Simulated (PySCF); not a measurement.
## NMR data sheet: C6H7FN2O

```yaml
Formula: C6H7FN2O
SMILES: N#C[C@@]1(F)CCCNC1=O
InChI: InChI=1S/C6H7FN2O/c7-6(4-8)2-1-3-9-5(6)10/h1-3H2,(H,9,10)/t6-/m0/s1
Point_group_of_the_computed_structure: C1
Degrees_of_unsaturation: 4
Carbon_signals: 6
Proton_signals: 7
```

Bonds (- single, = double, # triple, : aromatic): N1#C2, C2-C3, C3-F4, C3-C5, C5-C6, C6-C7, C7-N8, N8-C9, C9=O10, C9-C3. C5 carries H11, H12; C6 carries H13, H14; C7 carries H15, H16; N8 carries H17. Stereochemistry as in N#C[C@@]1(F)CCCNC1=O. H12, H14, H15 are pro-R; H11, H13, H16 are pro-S.

One computed conformer, no relativistic terms, in vacuum. Structure optimised with PBE0-D3(BJ)/def2-SVP; GIAO PBE0/pcSseg-1 shieldings; PySCF 2.14.

References, each an isolated molecule treated in the same way: TMS for 1H (σ = 31.27 ppm) and 13C (σ = 184.41 ppm); 19F (σ = 177.25 ppm) vs CFCl3; NH3 for 15N (σ = 265.67 ppm); H2O for 17O (σ = 334.56 ppm).

```tsv
carbon	δC, type	δH (multiplicity)	HMBC from (2–3 bonds)	span of the C tensor (ppm)
C2	121.3, C	–	H12, H11	353
C3	83.4, C	–	H12, H13, H11, H14	46
C5	36.1, CH2	H11 1.69 (m); H12 2.40 (m)	H15, H16, H13, H14	24
C6	18.5, CH2	H13 2.16 (m); H14 1.48 (m)	H15, H16, H12, H11	12
C7	43.4, CH2	H15 3.29 (m); H16 3.25 (m)	H12, H13, H11, H14	29
C9	161.5, C	–	H15, H16, H12, H11	170
```

Other nuclei:
| atoms | nucleus | environment | δ (ppm) | σ (ppm) |
| --- | --- | --- | --- | --- |
| H17 | 1H | hydrogen on an amide-type nitrogen | 4.43 | 26.84 |
| F4 | 19F | fluorine on an sp3 carbon | -172.8 | 350.0 |
| N1 | 15N | nitrile nitrogen | 321.1 | -55.4 |
| N8 | 15N | amide-type nitrogen | 127.7 | 138.0 |
| O10 | 17O | amide-type carbonyl oxygen | 432.8 | -98.2 |

Carbon types of the structure: 3 × C, 3 × CH2, leaving 1 H on heteroatoms. δC 161.5: amide carbonyl carbon; lone-pair donation from the attached heteroatom keeps it upfield of a ketone carbonyl. δC 121.3: nitrile carbon; C≡N carbons fall here, among the sp2 signals but without a proton. δC 83.4: fully substituted sp3 carbon bonded to F, α to a carbonyl; the inductive effect lowers its shielding. δC 43.4: sp3 CH2 bonded to N; the inductive effect lowers its shielding. δC 36.1, 18.5: sp3 CH2 in a ring; a saturated carbon with 2 carbon neighbours and no heteroatom attached.

OH and NH positions are those of a molecule without intermolecular hydrogen bonds; in solution they move with solvent, concentration and temperature, and exchange usually removes their couplings. Amide-type NH protons are broadened by 14N but still split neighbouring CH signals. Splittings by 19F in the carbon and heteronuclear signals aren't shown, as no couplings were computed. Shifts are as computed. Against solution values, carbons near 30 ppm lie about +2 ppm off and those near 130 ppm about +5 ppm. Of 1211 compounds with measured shifts, 218 miss one by over three times the rms of a fit or turn the order of signals round; such compounds aren't used in these exercises. Hydrogen bonding in solution shields acid and N–H amide carbonyl oxygens by tens of ppm. Hydrogen bonding in solution deshields acid and N–H amide carbonyl carbons by as much as 10 ppm beyond these values. Unscaled 19F shifts against computed CFCl3 carry errors that often reach 10 to 50 ppm. Unscaled 17O shifts of doubly bonded oxygen tend to come out too high, by tens of ppm or more. Experimental scales use liquid or dissolved standards, which lie at an offset from isolated NH3 (liquid NH3: subtract about 20 ppm) and H2O (liquid H2O: subtract about 36 ppm). Unscaled 15N shifts of sp2 nitrogen come out 20 to 40 ppm too high even then. Multiplicities follow the n + 1 count of equivalent neighbours, as no J values were calculated; m marks all less simple cases, F and P coupling included.
